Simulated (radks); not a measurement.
Task: The table gives one normalised radial function P(r) = r R(r) (large component) of Al4+ in [He] 2s2 2p5 (r in bohr). Method: Dirac Kohn-Sham, PBE, spin-unpolarised, spherical densities, finite nucleus; open shells are shared between the two j in proportion to 2j + 1; Fermi nuclear charge, rms radius 3.061 fm; computed with a radial shooting solver on a logarithmic mesh with Libxc functionals.

r	P
0.007019	0.0034
0.008573	0.0051
0.01047	0.0075
0.01279	0.0110
0.01562	0.0161
0.01908	0.0235
0.0233	0.0341
0.02846	0.0492
0.03477	0.0704
0.04246	0.1001
0.05186	0.1408
0.06335	0.1957
0.07737	0.2680
0.0945	0.3608
0.1154	0.4758
0.141	0.6126
0.1722	0.7664
0.2103	0.9276
0.2569	1.0804
0.3138	1.2033
0.3832	1.2715
0.4681	1.2639
0.5717	1.1709
0.6983	1.0000
0.8529	0.7768
1.042	0.5397
1.272	0.3285
1.554	0.1702
1.898	0.0722

Which n and l does it have? It may be an empty orbital.

Result: n = 2, l = 1: the number of nodes gives n - l - 1 = 0, the rise at small r points to l (this Dirac orbital starts outside the nucleus as r^gamma with gamma = sqrt((l + 1)^2 - (Z/c)^2) = 2.00; the j = 3/2 orbital of l + 1 starts with the same power, but with a smaller coefficient, and then steepens), and the extent must fit the shell. The curve is that of 2p3/2; the two j differ most near the nucleus, where j = l - 1/2 has the larger amplitude, and in heavy atoms j = l - 1/2 is also the more compact. 2p3/2: eigenvalue -138.50 eV, 0 radial nodes, <r> = 0.567 bohr, 90 % of the charge inside 0.946 bohr.
